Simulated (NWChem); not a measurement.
System: CH5NOSi2; SMILES [SiH3]C1=N[SiH2]O1

Here is an NWChem input.

```
start job
memory heap 200 mb stack 900 mb global 1100 mb
geometry units angstroms noautosym nocenter noautoz
  Si     0.019078     2.129267    -0.001192
  C      0.113134     0.224494     0.045532
  N      1.065154    -0.517895     0.498775
  Si     0.010213    -1.856739    -0.001006
  O     -0.960316    -0.483669    -0.463780
  H     -1.176907     2.560539     0.778740
  H      1.266010     2.684255     0.589980
  H     -0.132689     2.558189    -1.421631
  H      0.439021    -2.689200    -1.154817
  H     -0.614275    -2.686644     1.061734
end
basis spherical
  * library def2-svp
end
dft
  xc pbe0
  iterations 150
end
cosmo
  do_cosmo_smd true
  solvent toluene
end
task dft energy
```

Output (shortened):

```
             Northwest Computational Chemistry Package (NWChem) 7.3.0
             --------------------------------------------------------

                             Geometry "geometry" -> ""
                             -------------------------

 Output coordinates in angstroms (scale by  1.889725989 to convert to a.u.)

  No.       Tag          Charge          X              Y              Z
 ---- ---------------- ---------- -------------- -------------- --------------
    1 Si                  14.0000     0.01907800     2.12926700    -0.00119200
    2 C                    6.0000     0.11313400     0.22449400     0.04553200
    3 N                    7.0000     1.06515400    -0.51789500     0.49877500
    4 Si                  14.0000     0.01021300    -1.85673900    -0.00100600
    5 O                    8.0000    -0.96031600    -0.48366900    -0.46378000
    6 H                    1.0000    -1.17690700     2.56053900     0.77874000
    7 H                    1.0000     1.26601000     2.68425500     0.58998000
    8 H                    1.0000    -0.13268900     2.55818900    -1.42163100
    9 H                    1.0000     0.43902100    -2.68920000    -1.15481700
   10 H                    1.0000    -0.61427500    -2.68664400     1.06173400

 Effective nuclear repulsion energy (a.u.)     273.5328076989

                                 NWChem DFT Module
                                 -----------------

 Summary of "ao basis" -> "ao basis" (spherical)
 ------------------------------------------------------------------------------
       Tag                 Description            Shells   Functions and Types
 ---------------- ------------------------------  ------  ---------------------
 Si                         def2-svp                 8       18   4s3p1d
 C                          def2-svp                 6       14   3s2p1d
 N                          def2-svp                 6       14   3s2p1d
 O                          def2-svp                 6       14   3s2p1d
 H                          def2-svp                 3        5   2s1p

 in cosmo_initialize ...
 calling solv_data for solv:toluene

 solvent parameters
 solvname_short: toluene
 solvname_long:  toluene
 dielec:        2.3741
 dielecinf:     2.2383
 nonaqueous SMD model solvent descriptors
 dielec:        2.3741
 sola:          0.0000
 solb:          0.1400
 solc:          0.8570
 solg:         40.2000
 solh:          0.0000
 soln:          1.4961

          ---------------
          -cosmo- solvent
          ---------------
 Cosmo: York-Karplus, doi: 10.1021/jp992097l
 dielectric constant -eps-     =   2.37
 screen = (eps-1)/(eps    )    =   0.57879
 surface charge correction     = lagrangian

   van der Waals surface
 --------------------------

 ---------- ATOMIC COORDINATES (A.U.) ------------ VDWR(ANG.) --
     1    0.03605219    4.02373119   -0.00225255     2.470
     2    0.21379226    0.42423215    0.08604300     1.850
     3    2.01284920   -0.97867964    0.94254808     1.890
     4    0.01929977   -3.50872794   -0.00190106     2.470
     5   -1.81473410   -0.91400188   -0.87641712     2.294
     6   -2.22403174    4.83871709    1.47160522     1.200
     7    2.39241200    5.07250643    1.11490054     1.200
     8   -0.25074585    4.83427624   -2.68649305     1.200
     9    0.82962939   -5.08185113   -2.18228770     1.200
    10   -1.16081143   -5.07702099    2.00638633     1.200
 number of segments per atom =        128
 number of   points per atom =        128
 atom (   nspa,  nppa )
 ----------------------
    1 (     92,     0 )       0
    2 (      8,     0 )       0
    3 (     50,     0 )       0
    4 (     79,     0 )       0
    5 (     58,     0 )       0
    6 (     32,     0 )       0
    7 (     32,     0 )       0
    8 (     31,     0 )       0
    9 (     32,     0 )       0
   10 (     33,     0 )       0
 number of -cosmo- surface points =      447
 molecular surface =    150.078 angstrom**2
 molecular volume  =    148.371 angstrom**3
 -lineq- algorithm             =   0
 -bem- low  level              =   3
 -bem- from -octahedral-
 gaussian surface charge width =   4.50000
 degree of switching           =   1.00000
 switching function tolerance  =   0.00010
 atomic radii =
 --------------
    1 14.000  2.470
    2  6.000  1.850
    3  7.000  1.890
    4 14.000  2.470
    5  8.000  2.294
    6  1.000  1.200
    7  1.000  1.200
    8  1.000  1.200
    9  1.000  1.200
   10  1.000  1.200
 ...... end of -cosmo- initialization ......

 nat:                    10
 ixmem:                  5529
 calling mnsol_interface()
 G(SMD-CDS) energy (kcal/mol)  =     0.223
 SMD-CDS SASA (angstrom**2)    =   160.585

            General Information
            -------------------
          SCF calculation type: DFT
          Wavefunction type:  closed shell.
          No. of atoms     :    10
          No. of electrons :    54
           Alpha electrons :    27
            Beta electrons :    27
          Charge           :     0
          Spin multiplicity:     1
          Use of symmetry is: off; symmetry adaption is: off
          Maximum number of iterations: 150
          AO basis - number of functions:   103
                     number of shells:    49
          Convergence on energy requested:  1.00D-06
          Convergence on density requested:  1.00D-05
          Convergence on gradient requested:  5.00D-04

              XC Information
              --------------
                         PBE0 Method XC Functional
                     Hartree-Fock (Exact) Exchange  0.250
          PerdewBurkeErnzerhof Exchange Functional  0.750
            Perdew 1991 LDA Correlation Functional  1.000 local
           PerdewBurkeErnz. Correlation Functional  1.000 non-local

             Grid Information
             ----------------
          Grid used for XC integration:  medium
          Radial quadrature: Mura-Knowles
          Angular quadrature: Lebedev.
          Tag              B.-S. Rad. Rad. Pts. Rad. Cut. Ang. Pts.
          ---              ---------- --------- --------- ---------
          Si                  1.10       88          12.0       590
          C                   0.70       49           9.0       434
          N                   0.65       49          10.0       434
          O                   0.60       49          11.0       434
          H                   0.35       45          13.0       434
          Grid pruning is: on
          Number of quadrature shells:   548
          Spatial weights used:  Erf1

      Superposition of Atomic Density Guess
      -------------------------------------

 Sum of atomic energies:        -746.53362971

      Non-variational initial energy
      ------------------------------

 Total energy =    -748.715395
 1-e energy   =   -1575.217079
 2-e energy   =     552.968876
 HOMO         =      -0.328544
 LUMO         =      -0.009658

   convergence    iter        energy       DeltaE   RMS-Dens  Diis-err
 ---------------- ----- ----------------- --------- --------- ---------
     COSMO gas phase
 d= 0,ls=0.0,diis     1   -749.1981545643 -1.02D+03  1.50D-02  9.12D-01
 d= 0,ls=0.0,diis     2   -749.1079394019  9.02D-02  8.84D-03  1.91D+00
 d= 0,ls=0.0,diis     3   -749.3085582082 -2.01D-01  2.40D-03  5.39D-02
 d= 0,ls=0.0,diis     4   -749.3108315788 -2.27D-03  1.16D-03  4.05D-02
 d= 0,ls=0.0,diis     5   -749.3148922433 -4.06D-03  2.56D-04  9.05D-04
  Resetting Diis
 d= 0,ls=0.0,diis     6   -749.3149918599 -9.96D-05  6.19D-05  4.45D-05
 d= 0,ls=0.0,diis     7   -749.3149970442 -5.18D-06  3.59D-05  4.49D-06
 d= 0,ls=0.0,diis     8   -749.3149967700  2.74D-07  1.94D-05  6.62D-06
 d= 0,ls=0.0,diis     9   -749.3149976570 -8.87D-07  2.18D-06  9.61D-08

   convergence    iter        energy       DeltaE   RMS-Dens  Diis-err
 ---------------- ----- ----------------- --------- --------- ---------
     COSMO solvation phase
 d= 0,ls=0.0,diis     1   -749.3181754561 -3.18D-03  8.09D-04  7.54D-04
 d= 0,ls=0.0,diis     2   -749.3183078385 -1.32D-04  2.47D-04  9.02D-04
 d= 0,ls=0.0,diis     3   -749.3183975290 -8.97D-05  9.24D-05  1.62D-04
 d= 0,ls=0.0,diis     4   -749.3184123048 -1.48D-05  3.66D-05  2.84D-05
 d= 0,ls=0.0,diis     5   -749.3184153057 -3.00D-06  7.33D-06  1.02D-06
 d= 0,ls=0.0,diis     6   -749.3184153911 -8.54D-08  2.79D-06  1.50D-07

         Total DFT energy =     -749.318415391081
      One electron energy =    -1578.323527557622
           Coulomb energy =      619.574621688385
    Exchange-Corr. energy =      -64.186951728432
 Nuclear repulsion energy =      273.532807698927

             COSMO energy =        0.084634507661

 Numeric. integr. density =       54.000015254572

                                COSMO-SMD solvation results
                                ---------------------------

             internal energy in gas <Psi(g)|H|Psi(g)> =      -749.314997656963
         internal energy in solvent <Psi(s)|H|Psi(s)> =      -749.314730811130
                               delta internal energy  =         0.000266845833 (    0.17 kcal/mol)
   total free energy in solvent <Psi(s)|H+V/2|Psi(s)> =      -749.318770630560
 polarization energy contribution <Psi(s)|V/2|Psi(s)> =        -0.004039819430 (   -2.54 kcal/mol)
    total free energy in solvent including G(SMD-CDS) =      -749.318415391081
                       G(SMD-CDS) energy contribution =         0.000355239479 (    0.22 kcal/mol)
     1 M fixed-concentration free energy of solvation =        -0.003417734118 (   -2.14 kcal/mol)

                       DFT Final Molecular Orbital Analysis
                       ------------------------------------

 Vector   25  Occ=2.000000D+00  E=-3.385493D-01
              MO Center= -7.4D-03, -5.7D-02, -1.1D-02, r^2= 3.6D+00
   Bfn.  Coefficient  Atom+Function         Bfn.  Coefficient  Atom+Function
  ----- ------------  ---------------      ----- ------------  ---------------
    23      0.303120   2 C  py               69     -0.303979   5 O  py
    72     -0.212921   5 O  py               36     -0.207313   3 N  px
     9     -0.204019   1 Si py               26      0.199332   2 C  py
    37      0.173345   3 N  py               68      0.168576   5 O  px
    55      0.150700   4 Si py               71      0.141762   5 O  px

 Vector   26  Occ=2.000000D+00  E=-3.001549D-01
              MO Center=  1.2D-01, -4.1D-01,  4.9D-02, r^2= 2.1D+00
   Bfn.  Coefficient  Atom+Function         Bfn.  Coefficient  Atom+Function
  ----- ------------  ---------------      ----- ------------  ---------------
    70      0.382167   5 O  pz               38      0.368157   3 N  pz
    73      0.316404   5 O  pz               41     -0.296891   3 N  pz
    68     -0.181549   5 O  px               24     -0.178282   2 C  pz
    36     -0.175017   3 N  px               71     -0.150312   5 O  px
    39      0.141185   3 N  px               27     -0.102843   2 C  pz

 Vector   27  Occ=2.000000D+00  E=-2.854192D-01
              MO Center=  6.3D-01, -3.3D-01,  2.9D-01, r^2= 2.5D+00
   Bfn.  Coefficient  Atom+Function         Bfn.  Coefficient  Atom+Function
  ----- ------------  ---------------      ----- ------------  ---------------
    36      0.347589   3 N  px               39     -0.273718   3 N  px
    37      0.259608   3 N  py               68     -0.258181   5 O  px
    71     -0.202292   5 O  px               35     -0.174387   3 N  s
    34     -0.167097   3 N  s                38      0.164989   3 N  pz
    40     -0.161996   3 N  py               49      0.144225   4 Si s

 Vector   28  Occ=0.000000D+00  E=-3.084898D-02
              MO Center=  2.4D-01,  1.9D-01,  1.1D-01, r^2= 3.4D+00
   Bfn.  Coefficient  Atom+Function         Bfn.  Coefficient  Atom+Function
  ----- ------------  ---------------      ----- ------------  ---------------
    27      0.432288   2 C  pz               59     -0.401293   4 Si pz
    24      0.392959   2 C  pz               13      0.346122   1 Si pz
    80     -0.337380   6 H  s                90      0.337157   8 H  s
    95     -0.326290   9 H  s               100      0.326300  10 H  s
    41     -0.315114   3 N  pz               38      0.285654   3 N  pz

 Vector   29  Occ=0.000000D+00  E=-1.081456D-02
              MO Center=  1.9D-02, -1.8D+00,  2.9D-03, r^2= 4.0D+00
   Bfn.  Coefficient  Atom+Function         Bfn.  Coefficient  Atom+Function
  ----- ------------  ---------------      ----- ------------  ---------------
    57      0.815686   4 Si px               35     -0.515157   3 N  s
    67      0.408046   5 O  s                59      0.387804   4 Si pz
    54      0.274873   4 Si px               85     -0.235605   7 H  s
    11      0.229901   1 Si px               58     -0.191299   4 Si py
    21      0.187304   2 C  s                51     -0.145133   4 Si px

 Vector   30  Occ=0.000000D+00  E= 3.895199D-02
              MO Center=  1.2D-02,  2.0D+00, -4.2D-03, r^2= 5.3D+00
   Bfn.  Coefficient  Atom+Function         Bfn.  Coefficient  Atom+Function
  ----- ------------  ---------------      ----- ------------  ---------------
    12      1.409288   1 Si py               21      1.015219   2 C  s
    26      0.579969   2 C  py               58     -0.453024   4 Si py
    80     -0.389086   6 H  s                90     -0.388523   8 H  s
    95     -0.291134   9 H  s               100     -0.291364  10 H  s
    35      0.272704   3 N  s                85     -0.268601   7 H  s

     Multipole analysis of the density
     ---------------------------------

     L   x y z        total         alpha         beta         nuclear
     -   - - -        -----         -----         ----         -------
     0   0 0 0     -0.000000    -27.000000    -27.000000     54.000000

     1   1 0 0     -0.314579     -0.765392     -0.765392      1.216205
     1   0 1 0     -0.367670     -0.273482     -0.273482      0.179293
     1   0 0 1     -0.148545      0.041368      0.041368     -0.231282

     2   2 0 0    -36.950430    -52.361845    -52.361845     67.773260
     2   1 1 0      0.267258     -1.339452     -1.339452      2.946161
     2   1 0 1     -1.796775    -11.919082    -11.919082     22.041389
     2   0 2 0    -26.859957   -282.232477   -282.232477    537.604996
     2   0 1 1      0.125671     -0.351705     -0.351705      0.829081
     2   0 0 2    -34.010953    -32.916483    -32.916483     31.822012
```

Level: PBE0/def2-SVP, SMD on the gas-phase geometry. Structure relaxed at the PBE0/def2-SVP level. Solvent: toluene.
